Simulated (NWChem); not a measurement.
Molecule: InHSF2; SMILES [F][In]([F])[SH]

```xyz
5

In     0.0749     0.2665     0.0000
F     -1.3020     1.6388     0.0000
F      1.8946     0.9631     0.0000
S     -0.3571    -2.0618     0.0000
H      0.9671    -2.3422     0.0000
```
Atoms are numbered in this order, from 1.

Level: PBE0/def2-SVP with def2 effective core potentials on In (NWChem), optimised geometry, unscaled harmonic frequencies. def2 effective core potentials on In; no spin-orbit coupling.

```tsv
frequency (cm⁻¹)	IR intensity (km/mol)
86	11.0
128	29.1
134	33.8
223	21.8
365	12.2
617	54.3
634	64.5
712	5.9
2708	3.1
```

- zero-point energy = 8.0 kcal/mol
- thermal correction to the enthalpy at 298.15 K (with zero-point energy) = 12.5 kcal/mol
- heat capacity Cv = 17.9 cal/(mol K)
- entropy at 298.15 K and 1 atm (symmetry number 1) = 82.6 cal/(mol K)

Rigid rotor and harmonic oscillator; modes under 100 cm⁻¹ make the entropy uncertain.
